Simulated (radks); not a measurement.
Problem. Isoelectronic series with 18 electrons, all held in the configuration [Ar], which need not be the ground one along the series. Method: Dirac Kohn-Sham, LDA (Slater exchange, Perdew-Wang correlation), spin-unpolarised, spherical densities, finite nucleus; Fermi nuclear charge, rms radius of each element as measured or else 0.836 A^(1/3) + 0.57 fm; computed with a radial shooting solver on a logarithmic mesh with Libxc functionals. Total energies (hartree) and orbital eigenvalues (eV) (* marks an orbital that is empty in some or all of the ions):

ion    E (hartree)     4s1/2*     3d5/2*     3d3/2*      3p3/2      3p1/2      3s1/2      2p3/2
As15+  -2148.44862  -291.5637  -482.9277  -484.3079  -567.1541  -574.3217  -626.5321  -1811.971
Sr20+  -2946.82981  -478.8214  -801.5078  -804.5635  -907.6499  -922.2090  -987.9052  -2684.266
Tc25+  -3878.97214  -711.4287  -1195.991  -1201.885  -1325.217  -1351.847  -1431.458  -3728.476
Cd30+  -4948.69080  -990.3236  -1666.254  -1676.590  -1820.295  -1865.459  -1959.497  -4945.268
I35+   -6160.57184  -1316.714  -2212.297  -2229.194  -2393.483  -2465.833  -2574.907  -6335.547
Ce40+   -7520.0846  -1692.084  -2834.190  -2860.364  -3045.512  -3156.376  -3281.197  -7900.414
Er50+  -10709.2488  -2597.277  -4306.056  -4361.723  -4589.633  -4825.267  -4984.164  -11559.20
Ta55+  -12555.9759  -3131.815  -5156.379  -5233.879  -5483.789  -5814.540  -5992.031  -13656.19
Pt60+  -14585.0596  -3724.911  -6083.241  -6188.532  -6460.920  -6916.255  -7113.547  -15933.86

Estimate the row of Eu45+.

Solution. E (hartree) -9033.7127; 4s1/2* -2118.222; 3d5/2* -3532.057; 3d3/2* -3570.900; 3p3/2 -3777.238; 3p1/2 -3941.202; 3s1/2 -4082.586; 2p3/2 -9641.150.
